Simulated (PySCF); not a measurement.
**Polarisability and C₆ of Zn²⁺ (zinc, charge +2)**

[Ar] 3d9 4s1, high-spin 3D determinant (an excited configuration). All numbers are calculated (PySCF 2.14, a scalar-relativistic core potential, in aug-cc-pVQZ-PP with ECP10MDF). Coupled (time-dependent) response in atomic units; α is the mean over directions.

```csv
method,mean α (bohr³),"α xx, yy, zz",C₆ (like pair),S(−4)
UHF,13.26,"13.63, 13.63, 12.52",43.39,166.8
PBE,10.14,"10.33, 10.33, 9.776",32.40,85.63
```

S(−4) is the Cauchy moment in α(ω) = α(0) + S(−4) ω² + …

α(iu) at UHF:

```
u (hartree)  α(iu) (bohr³)
          0          13.26
     0.0500          12.86
      0.100          11.80
      0.200          8.999
      0.300          6.641
      0.500          3.978
      0.750          2.564
       1.00          1.895
       1.50          1.257
       2.00         0.9415
       3.00         0.6129
       5.00         0.3314
```

A single London oscillator, α(iu) = α/(1 + u²/ω²), gives C₆ = (3/4) ω α². Matching the computed C₆ needs ω = 4 × 43.39 / (3 × 13.26²) = 0.329 hartree.

For an ion, C₆ is the dispersion term alone; charge-induced terms of lower order in 1/R come first.

The components differ because the open shell of this determinant is not spherical; for a pure term their mean is the scalar polarisability.

Energies and moments cover only the electrons outside the core potential.
